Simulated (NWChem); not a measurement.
# CdHSCl; SMILES [SH][Cd][Cl]

```xyz
4

Cd     0.0121    -0.0112     0.0000
Cl     0.0013    -2.2987     0.0000
S      0.0438     2.3248     0.0000
H     -1.3055     2.4194     0.0000
```
Atoms are numbered in this order, from 1.

Results from NWChem. The geometry was optimised at PBE0/def2-SVP. def2 effective core potentials on Cd; no spin-orbit coupling. LC-ωPBE (HJS hole) with def2-SVP; x = 1 − exp(−ω/0.25 bohr⁻¹) is a scale chosen for this fit.

```csv
row,x,−ε(HOMO) (eV)
ω = 0.05,0.181,6.94
ω = 0.35,0.753,9.90
ω = 0.40,0.798,10.15
ω = 0.50,0.865,10.51
ω = 0.80,0.959,withheld
```

### Question
Fit a straight line of the last column on the one before it, predict the withheld value, and compare with the run.

### Answer

1. Means of the 4 shown rows: x = 0.6492, y = 9.375. Slope Σ(x − x̄)(y − ȳ)/Σ(x − x̄)² = 1.555/0.2987 = 5.205; intercept 5.996.
2. The shown rows scatter about the line by 0.010 (root mean square); the largest residual is -0.02, at ω = 0.35.
3. At x = 0.959 (ω = 0.80; beyond the shown range) the line gives 10.99.
4. The run gives 11.00, +0.01 from the line.
